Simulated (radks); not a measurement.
The oxygen ion O+, 7 electrons, occupied as 2s2 2p3 3d2 (not the ground configuration).

All-electron calculation, non-relativistic Kohn-Sham, LDA (Slater exchange, VWN5 correlation), spin-polarised, spherical densities, point nucleus; open shells are filled with parallel spins first. Program: a radial shooting solver on a logarithmic mesh with Libxc functionals.

Energy parts (eV):
part                     energy
total                  -808.293
kinetic                 802.844
electron-nucleus      -1983.505
Hartree                 488.054
exchange-correlation   -115.686

Orbitals (lengths in bohr, moments of r in powers of bohr; r(max) is where P^2 peaks):
| orbital | occ. | eigenvalue (eV) | <r^2> | r(max) |
|---|---|---|---|---|
| 2s up | 1 | -76.4320 | 0.9121 | 0.7202 |
| 2s down | 1 | -68.5923 | 0.9751 | 0.7372 |
| 2p up | 3 | -66.5363 | 0.7149 | 0.5664 |
| 2p down | 0 | -56.0298 | 0.8152 | 0.5963 |
| 3d up | 2 | -6.1758 | 15.05 | 2.941 |
| 3d down | 0 | -4.4081 | 21.39 | 3.376 |

The highest occupied level is 3d up at -6.176 eV. The configuration is held as typed, so some empty levels lie below it. Spin moment in Bohr magnetons: 5. The spin density at the nucleus is 1.228 e/bohr^3 (2s 1.228), a Fermi contact field of 64.4 T. Summed over all electrons, <r^2> = 34.13 bohr^2, which gives a Langevin (diamagnetic) susceptibility term of -27 x 10^-6 cm^3/mol.
